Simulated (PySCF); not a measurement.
## Radial density of B+ (boron, charge +1)

r2SCAN0, [He] 2s1 2p1, 2s spin antiparallel (an excited configuration). Calculation: PySCF 2.14, in aug-cc-pVTZ-DK; the spin-free X2C one-electron Hamiltonian (Gaussian nucleus).

```csv
r (bohr),4πr²ρ (e/bohr),4πr²(ρα − ρβ)
0.00612,0.03186,-0.0009
0.0103,0.08647,-0.0025
0.0173,0.2259,-0.0066
0.0291,0.5666,-0.0164
0.0490,1.312,-0.0377
0.0824,2.672,-0.0744
0.139,4.366,-0.1104
0.233,5.000,-0.0813
0.392,3.243,0.0656
0.660,1.127,0.1540
1.11,1.015,-0.0375
1.87,0.9349,-0.0717
3.14,0.2210,0.0262
5.28,0.006942,0.0032
```

Densities and radii are taken from the X2C orbitals without a picture-change correction, which distorts them close to the nucleus.

With the s spin flipped the determinant is a mixture of two multiplicities, not a spectroscopic state.
